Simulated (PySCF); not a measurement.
Species: C4H7O3 (charge -1).
Numbering: `[CH3:1][O:2][CH2:3][CH2:4][C:5](=[O:6])[O-:7]` (hydrogens: H8, H9, H10 on C1; H11, H12 on C3; H13, H14 on C4)

Structure optimised with GFN2-xTB, isolated species.

List the bond lengths, angles and torsions at this level.

| bond | length (Å) |
| --- | --- |
| C1–O2 | 1.393 |
| O2–C3 | 1.429 |
| C3–C4 | 1.510 |
| C4–C5 | 1.603 |
| C5=O6, C5–O7 | 1.236 |
| C1–H8, C1–H10 | 1.101 |
| C1–H9 | 1.091 |
| C3–H11, C3–H12 | 1.099 |
| C4–H13, C4–H14 | 1.092 |

Bonds in one row agree within 0.01 Å and their mean is given. A selection of angles:
| angle | degrees |
| --- | --- |
| O2–C1–H8 | 111.6 |
| O2–C1–H9 | 107.3 |
| H8–C1–H9 | 109.2 |
| H8–C1–H10 | 107.9 |
| C1–O2–C3 | 112.4 |
| O2–C3–C4 | 111.1 |
| O2–C3–H11 | 109.4 |
| C4–C3–H11 | 109.7 |
| H11–C3–H12 | 107.4 |
| C3–C4–C5 | 111.4 |
| C3–C4–H13 | 110.6 |
| C5–C4–H13 | 108.0 |
| H13–C4–H14 | 108.1 |
| C4–C5–O6 | 116.0 |
| C4–C5–O7 | 114.4 |
| O6–C5–O7 | 129.6 |

Torsions: C1–O2–C3–C4 180° (antiperiplanar); O2–C3–C4–C5 180° (antiperiplanar); C3–C4–C5–O6 0° (synperiplanar).

The 4 C–O bonds span 1.235 Å (C5–O7, drawn single in one of several resonance forms) to 1.429 Å (O2–C3, drawn single), a spread of 0.194 Å. The 2 C–C bonds span 1.510 Å (C3–C4, drawn single) to 1.603 Å (C4–C5, drawn single), a spread of 0.093 Å. C5 (carboxylate carbon) is planar (angles 129.6°, 116.0° and 114.4°, sum 360.0°, 0.00 Å off the plane of its three neighbours). Of the pairs four or more bonds apart, O6···H12 is among the closest relative to their van der Waals radii: 2.63 Å, 97 % of the sum of Bondi's values. The 7 heavy atoms lie in one plane (0.000 Å rms).

Point group: Cs (tolerance 0.08 Å). No frequency check.

One conformer stands for the species.

The numbers are calculated, not measured.
